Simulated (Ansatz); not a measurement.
Program: Ansatz. Geometries: PBE0-D4/def2-TZVP. ΔE: electronic, gas phase. CBS: MP2 limit from def2 TZ/QZ plus the TZ coupled-cluster correction, frozen cores. DFT in def2-TZVPP. For Se, Ti outer-core shells are correlated without core-valence functions, which leaves a few kJ/mol of doubt a bond. Scalar relativity is left out up to krypton. One conformer a species, not always the lowest.

`C[N](C)[Ti]([F])([Cl])[SeH]` + `CCCC(=O)O` → `[OH][Ti]([F])([Cl])[SeH]` + `CCCC(=O)N(C)C`  (formal exchange of groups at a Ti–N bond)

```tsv
level	ΔE (eV)
PBE0-D4	-0.45
ωB97M-V	-0.45
CCSD(T)/def2-TZVPP	-0.32
CCSD/CBS(def2)	-0.37
```

Question: What does CCSD(T)/CBS give? (Estimate.)

Answer: Computed: -0.32 eV. The listed levels differ from it by -0.13, -0.13, 0.00, -0.05 eV.

Largest T1 diagnostic among the species: 0.023, so the coupled-cluster value is less sure than usual.

The D4 term adds +0.06 eV with B3LYP and +0.04 eV with PBE0; it sums over pairs of atoms, weighted by their polarisabilities, and B3LYP, whose exchange is more repulsive, gets the larger term. In def2-TZVPP, CCSD(T) changes the Hartree–Fock value by +0.18 eV (the triples alone add +0.05 eV) and MP2 by +0.24 eV.

B3LYP here is the variant with VWN-RPA as its local correlation; programs differ in this.
